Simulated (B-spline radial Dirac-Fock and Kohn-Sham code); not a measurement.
**Run log: Cs**

ΔSCF core binding energies without Breit or QED terms, calculated with a B-spline atomic structure program. Keys: rel is the Hamiltonian (dirac, or spin-free x2c and nr, where L3 and M5 stand for the whole 2p and 3d shells), method is hf or an exchange,correlation pair (spin-unpolarised, also for the hole states), nuc the nuclear model, radius_factor scales its radius, rmax is the box in bohr, h the logarithmic mesh step, order the B-spline order, points the quadrature points per cell, c_factor scales the speed of light, and damp, ndamp, maxit and tol steer the iteration. The run stops when the commutator error falls below 10·tol·max(1, Z/10), or the numerical noise floor, and the energy has settled to about 1e-8 Ha; the virial ratio is −V/T.

Input (task.json):

```json
{"items": [{"Z": 55, "q": 0, "cfg": [[1, 0, 2], [2, 0, 2], [2, 1, 6], [3, 0, 2], [3, 1, 6], [3, 2, 10], [4, 0, 2], [4, 1, 6], [4, 2, 10], [5, 0, 2], [5, 1, 6], [6, 0, 1]], "A": 133, "rrms": 4.8041, "do": "settings", "holes": ["K", "L3", "M5"],
  "settings": [{"rel": "dirac", "method": "hf", "nuc": "fermi", "radius_factor": 1.0, "rmax": 45.0, "h": 0.3, "order": 8, "points": 10, "c_factor": 0.2144, "maxit": 60, "damp": 0.5, "ndamp": 3, "tol": 1e-08}]}]}
```

Command: `python xray2_run.py task.json out`

Ground-state iterations:

```
iter   energy (Ha)        error
   1    -9929.52364120  1.96e+01
   2    -9998.61114130  6.93e+00
   3   -10247.82543954  1.91e+00
   4   -10253.66185281  7.77e-01
   5   -10254.47087777  1.74e-01
   6   -10254.60897830  2.42e-02
   7   -10254.62044795  7.42e-03
   8   -10254.62106136  1.45e-03
   9   -10254.62109035  1.38e-04
  10   -10254.62109082  1.61e-05
  11   -10254.62109082  1.58e-06
  12   -10254.62109082  2.95e-07
```

The ground state converged in 12 iterations, with total energy -10254.62109 Ha, virial ratio 1.24194 and highest orbital energy -2.62 eV. ΔSCF binding energies: K (1s) 14701.0 eV, L3 (2p3/2) 6152.3 eV, M5 (3d5/2) 477.6 eV.

**Question.** One setting is unsound. Which, and why?

**Answer.** c_factor makes c so small that Zα exceeds 1, so any numbers that come out have no meaning. With the default settings (Dirac Hartree-Fock): The ground state converged in 11 iterations, with total energy -7786.77413 Ha, virial ratio 1.93907 and highest orbital energy -3.49 eV. ΔSCF binding energies: K (1s) 36119.7 eV, L3 (2p3/2) 5028.3 eV, M5 (3d5/2) 732.3 eV.
